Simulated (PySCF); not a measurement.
Computed shifts of a molecule C4H6Si, PBE0/pcSseg-1 in PySCF, GIAO, gas phase, equivalent atoms averaged, in ppm (number of nuclei): ¹³C: 162.3 (2), 138.6 (2). ²⁹Si: -40.7 (1). ¹H: 7.73 (2), 6.89 (2), 5.07 (2). References: ¹³C against TMS (σ = 186.3 ppm); ²⁹Si against TMS (σ = 352.7 ppm); ¹H against TMS (σ = 31.56 ppm), references at their B3LYP-D3(BJ)/def2-TZVP geometries, non-relativistic. Coordinates come from a PBE-D3(BJ)/def2-SVP optimisation. Other conformers were not sampled.

Question: Which molecule gave these data?
(A) C1=C[SiH2]C=C1
(B) C#CC(=C)[SiH3]
(C) C#C/C=C/[SiH3]
(D) C=CC#C[SiH3]

Answer: A, C1=C[SiH2]C=C1
